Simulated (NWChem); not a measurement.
Species: CH₄BClO₂; SMILES COB(O)Cl

```xyz
9

B      0.2046     0.0570    -0.0001
Cl    -0.3426     1.7509     0.0001
O      1.5281    -0.2334    -0.0001
H      2.0817     0.5529    -0.0003
O     -0.7366    -0.8978    -0.0005
C     -0.4240    -2.2708     0.0003
H     -0.8590    -2.7396     0.8963
H     -0.8716    -2.7429    -0.8876
H      0.6619    -2.4467    -0.0068
```
Atoms are numbered in this order, from 1.

Program: NWChem. Medium grid unless said otherwise, to which SCAN and Minnesota functionals are sensitive. Geometry: optimised at PBE0/def2-SVP. Hybrids' shares of exact exchange are those that their runs print; pure functionals count as 0. The functionals differ in more than this share.

| row | share of exact exchange | highest occupied level (eV) |
|---|---|---|
| PBE/def2-SVP | 0.00 | -7.00 |
| M06-L/def2-SVP | 0.00 | -7.41 |
| B3LYP/def2-SVP | 0.20 | withheld |
| r2SCAN0/def2-SVP | 0.25 | -8.87 |
| PW6B95/def2-SVP | 0.28 | -8.68 |
| MPW1K/def2-SVP | 0.43 | -9.77 |
| M06-2X/def2-SVP | 0.54 | -10.04 |

Fit a straight line of the last column on the one before it, predict the withheld value, and compare with the run.


1. Means of the 6 shown rows: x = 0.250, y = -8.628. Slope Σ(x − x̄)(y − ȳ)/Σ(x − x̄)² = -1.328/0.2424 = -5.479; intercept -7.259.
2. The shown rows scatter about the line by 0.190 (root mean square); the largest residual is +0.26, at PBE/def2-SVP.
3. At x = 0.20 (B3LYP/def2-SVP; inside the shown range) the line gives -8.35.
4. The run gives -8.25, +0.10 from the line, 0.5 times the scatter.
